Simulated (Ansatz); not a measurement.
GeMe2H2 (C2H8Ge). The state is a singlet with charge 0. Geometry B3LYP-D4/def2-SVP; atoms count from 1.

```xyz
11

C     0.554    0.901    1.271
C    -0.042   -0.523   -1.568
Ge   -0.564   -0.416    0.327
H     0.261    0.974    2.329
H     0.445    1.895    0.810
H     1.614    0.608    1.222
H    -0.660   -1.259   -2.103
H     1.014   -0.824   -1.657
H    -0.167    0.457   -2.054
H    -2.053   -0.007    0.434
H    -0.402   -1.806    0.990
```

(1) Estimate the Mulliken populations from the PBE0/def2-TZVP orbitals of Ansatz.

(2) And the Mayer bond orders between heavy atoms (over 0.3)?

Results:

(1) 
| atom | charge (e) |
| --- | --- |
| C1 | -0.51 |
| C2 | -0.51 |
| Ge3 | 0.20 |
| H4 | 0.15 |
| H5 | 0.14 |
| H6 | 0.14 |
| H7 | 0.15 |
| H8 | 0.14 |
| H9 | 0.14 |
| H10 | -0.02 |
| H11 | -0.02 |
Mulliken values depend strongly on the basis.

(2) C1–Ge3 0.95 (1.97 Å); C2–Ge3 0.95 (1.97 Å).
